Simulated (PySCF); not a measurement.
# Electronic structure of Xe²⁺ (xenon, charge +2) at the UHF level

Configuration: [Kr] 4d10 5s1 5p4 6s1, high-spin 5P determinant (an excited configuration). All numbers are calculated (PySCF 2.14, scalar relativity through the core potential, in aug-cc-pVQZ-PP with one added diffuse shell each of s, p, d, f, g type with ECP28MDF (8s8p6d4f3g, 117 functions)).

- Total energy: -326.152826 hartree
- One-electron energy: -546.0829 hartree
- Hartree (Coulomb) energy: 241.8338 hartree
- Exchange energy: -21.9037 hartree
- ⟨S²⟩: 6.0033
- ⟨L²⟩: 2.229
- Sum of ⟨r⟩: 28.86 bohr
- Sum of ⟨r²⟩: 54.60 bohr²
- Traceless quadrupole moment −½Σ⟨3z² − r²⟩ along its main axis: -3.44 e·bohr²

| shell | electrons | mean orbital energy (hartree) | spread (hartree) | rms radius, mean of both spins (bohr) |
| --- | --- | --- | --- | --- |
| 4s α | 1 | -9.43559 | 0 | 0.767 |
| 4s β | 1 | -9.37938 | 0 | 0.767 |
| 4p α | 3 | -7.16383 | 0.02776 | 0.819 |
| 4p β | 3 | -7.12349 | 0.00033 | 0.819 |
| 4d α | 5 | -3.68727 | 0.02781 | 0.929 |
| 4d β | 5 | -3.65447 | 0.01310 | 0.929 |
| 5s α | 1 | -2.00650 | 0 | 1.86 |
| 5p α | 3 | -1.36972 | 0.06655 | 2.16 |
| 5p β | 1 | -1.15324 | 0 | 2.16 |
| 6s α | 1 | -0.56820 | 0 | 4.32 |

Energies and moments cover only the electrons outside the core potential. The outer electron is Rydberg-like, and this basis confines it to a smaller radius and binds it less than a complete one would.
